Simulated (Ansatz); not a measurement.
Total energies of C₂H₉NOSi (`C[SiH2]OCN`).

```csv
atom,x (Å),y (Å),z (Å)
C1,-1.152,-1.532,1.260
Si2,-1.127,0.264,0.763
O3,-0.366,0.515,-0.675
C4,1.024,0.392,-0.848
N5,1.427,1.195,-1.963
H6,-1.699,-1.658,2.198
H7,-1.640,-2.143,0.497
H8,-0.140,-1.917,1.411
H9,-0.437,1.052,1.828
H10,-2.507,0.775,0.576
H11,1.523,0.663,0.100
H12,1.281,-0.650,-1.075
H13,1.515,2.171,-1.717
H14,2.300,0.873,-2.357
```

Charge 0, multiplicity 1. The geometry is a stationary point of PBE0-D4/def2-TZVP. It is one conformer, not always the lowest. Basis def2-TZVPP, the Gaussian-basis code of Ansatz.

RPA on PBE orbitals: Hartree–Fock energy of these orbitals -499.30122 Eh, correlation -1.54314 Eh (frozen core).

```csv
functional,kind,energy without D4 (Eh),D4 term (kJ/mol)
LDA (SPW92),LDA,-498.30303,–
PBE,GGA,-500.81296,-24.7
revPBE,GGA,-501.09685,-80.2
BLYP,GGA,-501.14287,-54.4
r2SCAN,meta-GGA,-501.08465,-6.5
B97M-V,meta-GGA with VV10,-501.12568,–
PBE0,"global hybrid, 25 % exact exchange",-500.86301,-20.9
B3LYP,"global hybrid, 20 %",-501.26218,-39.3
r2SCANh,"meta-GGA hybrid, 10 %",-501.07323,-6.8
r2SCAN0,"meta-GGA hybrid, 25 %",-501.05725,-7.4
HSE06 (plane-wave form),screened hybrid,-500.84487,-19.3
BHLYP,"global hybrid, 50 %",-501.11171,-28.4
CAM-B3LYP,range-separated hybrid,-501.14489,-21.0
LC-ωPBE,long-range corrected hybrid,-501.01905,–
ωB97X-V,range-separated hybrid GGA with VV10,-501.12097,–
ωB97M-V,range-separated hybrid meta-GGA with VV10,-501.11248,–
B2PLYP,double hybrid,-500.93989,–
PBE-QIDH,double hybrid,-500.75286,–
```

B3LYP takes the VWN-RPA correlation (the form of Gaussian; ORCA's B3LYP/G). HSE06 is the plane-wave form, built on full-range PBE exchange. The double hybrids freeze the cores in their second-order part.

LC-ωPBE has ω = 0.4 bohr⁻¹.
